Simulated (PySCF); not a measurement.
C2H7OSi, SMILES C[SiH](C)[O], multiplicity 2.

Coordinates come from a B3LYP-D3(BJ)/def2-SVP optimisation. The geometry has at least one imaginary mode, so it is a saddle point at that level. The isomer is the one that the SMILES or the coordinates give; other isomers of the formula were not compared.

All values below come from B3LYP-D3(BJ)/def2-SVP run with PySCF.

Frequencies are harmonic and unscaled.

Computed normal modes with their intensities:
```json
[
 {"mode": "1", "ν (cm⁻¹)": "202i", "IR (km/mol)": "0.4", "moving atoms (share of kinetic energy)": "O 48 %, C 26 %, Si 19 %"},
 {"mode": "2", "ν (cm⁻¹)": "144", "IR (km/mol)": "0.0", "moving atoms (share of kinetic energy)": "H 99 %"},
 {"mode": "3", "ν (cm⁻¹)": "159", "IR (km/mol)": "0.1", "moving atoms (share of kinetic energy)": "H 95 %"},
 {"mode": "4", "ν (cm⁻¹)": "191", "IR (km/mol)": "0.0", "moving atoms (share of kinetic energy)": "C 44 %, H 36 %, Si 12 %, O 9 %"},
 {"mode": "5", "ν (cm⁻¹)": "271", "IR (km/mol)": "8.1", "moving atoms (share of kinetic energy)": "Si 34 %, H 28 %, O 24 %, C 14 %"},
 {"mode": "6", "ν (cm⁻¹)": "565", "IR (km/mol)": "0.0", "moving atoms (share of kinetic energy)": "H 93 %"},
 {"mode": "7", "ν (cm⁻¹)": "629", "IR (km/mol)": "1.4", "moving atoms (share of kinetic energy)": "C 56 %, H 28 %, Si 11 %"},
 {"mode": "8", "ν (cm⁻¹)": "653", "IR (km/mol)": "5.6", "moving atoms (share of kinetic energy)": "H 89 %, C 11 %"},
 {"mode": "9", "ν (cm⁻¹)": "706", "IR (km/mol)": "13.7", "moving atoms (share of kinetic energy)": "C 47 %, Si 33 %, H 20 %"},
 {"mode": "10", "ν (cm⁻¹)": "710", "IR (km/mol)": "12.5", "moving atoms (share of kinetic energy)": "H 57 %, O 16 %, Si 14 %, C 13 %"},
 {"mode": "11", "ν (cm⁻¹)": "816", "IR (km/mol)": "21.4", "moving atoms (share of kinetic energy)": "O 47 %, H 35 %, Si 18 %"},
 {"mode": "12", "ν (cm⁻¹)": "846", "IR (km/mol)": "40.9", "moving atoms (share of kinetic energy)": "H 67 %, C 22 %, Si 10 %"},
 {"mode": "13", "ν (cm⁻¹)": "907", "IR (km/mol)": "80.2", "moving atoms (share of kinetic energy)": "H 83 %, C 12 %"},
 {"mode": "14", "ν (cm⁻¹)": "917", "IR (km/mol)": "92.3", "moving atoms (share of kinetic energy)": "H 68 %, Si 18 %, C 12 %"},
 {"mode": "15", "ν (cm⁻¹)": "1236", "IR (km/mol)": "0.2", "moving atoms (share of kinetic energy)": "H 79 %, C 20 %"},
 {"mode": "16", "ν (cm⁻¹)": "1255", "IR (km/mol)": "3.4", "moving atoms (share of kinetic energy)": "H 80 %, C 20 %"},
 {"mode": "17", "ν (cm⁻¹)": "1419", "IR (km/mol)": "1.1", "moving atoms (share of kinetic energy)": "H 95 %"},
 {"mode": "18", "ν (cm⁻¹)": "1427", "IR (km/mol)": "3.4", "moving atoms (share of kinetic energy)": "H 96 %"},
 {"mode": "19", "ν (cm⁻¹)": "1429", "IR (km/mol)": "2.8", "moving atoms (share of kinetic energy)": "H 95 %"},
 {"mode": "20", "ν (cm⁻¹)": "1442", "IR (km/mol)": "7.2", "moving atoms (share of kinetic energy)": "H 96 %"},
 {"mode": "21", "ν (cm⁻¹)": "2204", "IR (km/mol)": "171.6", "moving atoms (share of kinetic energy)": "H 97 %"},
 {"mode": "22", "ν (cm⁻¹)": "3029", "IR (km/mol)": "8.0", "moving atoms (share of kinetic energy)": "H 97 %"},
 {"mode": "23", "ν (cm⁻¹)": "3030", "IR (km/mol)": "4.3", "moving atoms (share of kinetic energy)": "H 97 %"},
 {"mode": "24", "ν (cm⁻¹)": "3123", "IR (km/mol)": "4.7", "moving atoms (share of kinetic energy)": "H 91 %, C 9 %"},
 {"mode": "25", "ν (cm⁻¹)": "3124", "IR (km/mol)": "3.8", "moving atoms (share of kinetic energy)": "H 91 %, C 9 %"},
 {"mode": "26", "ν (cm⁻¹)": "3140", "IR (km/mol)": "1.7", "moving atoms (share of kinetic energy)": "H 91 %, C 9 %"},
 {"mode": "27", "ν (cm⁻¹)": "3141", "IR (km/mol)": "4.6", "moving atoms (share of kinetic energy)": "H 91 %, C 9 %"}
]
```
